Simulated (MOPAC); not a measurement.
MOPAC input (PM6):

```
PM6 FORCE THERMO(298,298) PRECISE LET CHARGE=1 GEO-OK AUX(PRECISION=9) THREADS=1
CH3Si

C    -1.06536192 1    0.11783164 1   -0.21224062 1
Si    0.55158277 1   -0.06613137 1   -0.01829865 1
H    -1.81798627 1   -0.67619787 1   -0.25479259 1
H    -1.61204867 1    1.05968899 1   -0.32523177 1
H     1.98913377 1   -0.22980057 1    0.15326731 1
```

Task: Which zero-point energy does it print?

Result: 16.24 kcal/mol, from the harmonic wavenumbers of PM6.
